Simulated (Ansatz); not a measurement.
Reaction (redistribution): `ClC1=N[SiH2]1` + `NC(F)(F)[SiH3]` → `N[SiH]1N=C1Cl` + `FC(F)[SiH3]`

Program: Ansatz. Geometries: PBE0-D4/def2-TZVP. ΔE: electronic, gas phase. CCSD(T)/CBS adds triple-zeta CCSD(T) − MP2 to the extrapolated MP2 energy (def2 sets, frozen cores). DFT in def2-TZVPP. HSE06 is defined as in plane-wave codes. One conformer a species, not always the lowest.

Task: Is it downhill or uphill in electronic energy at CCSD(T)/CBS, and by how much? (Best estimate.)

Result: Ansatz gave: Downhill: ΔE = -102.7 kJ/mol.

Task: What do these levels give: BLYP-D4, r2SCANh-D4, HSE06-D4, CAM-B3LYP-D4, ωB97M-V, LC-ωPBE, CCSD/def2-SVP, CCSD(T)/def2-SVP, MP2/def2-TZVPP, CCSD(T)/def2-TZVPP, MP2/CBS(def2), CCSD/CBS(def2)? (An estimate is asked.)

Result: Ansatz gave: BLYP-D4 -96.4, r2SCANh-D4 -97.7, HSE06-D4 -95.4, CAM-B3LYP-D4 -102.5, ωB97M-V -100.1, LC-ωPBE -102.6, CCSD/def2-SVP -73.0, CCSD(T)/def2-SVP -68.8, MP2/def2-TZVPP -104.1, CCSD(T)/def2-TZVPP -98.7, MP2/CBS(def2) -108.2, CCSD/CBS(def2) -106.1 kJ/mol.

Task: What do rigid-rotor, harmonic-oscillator terms from PBE0-D4/def2-TZVP frequencies (298.15 K, 1 bar) make of the CCSD(T)/CBS value? (Best estimate.)

Result: Computed: ΔZPE = +5.0 kJ/mol, ΔH = -96.5 kJ/mol, ΔS = 12 J/(mol·K), ΔG = -100.0 kJ/mol.

Largest T1 diagnostic among the species: 0.015.

From r2SCAN to r2SCAN0 (25 % exact exchange), in def2-TZVPP and without D4, ΔE moves by −4.1 kJ/mol. In def2-TZVPP, CCSD(T) changes the Hartree–Fock value by +14.0 kJ/mol (the triples alone add +3.4 kJ/mol) and MP2 by +8.6 kJ/mol. Leaving LDA and LC-ωPBE aside and taking each functional with its dispersion term where it has one, the values, not all of them listed here, spread over 18.2 kJ/mol, from BHLYP-D4 to revPBE-D4. LDA lies +7.9 kJ/mol from PBE without D4.
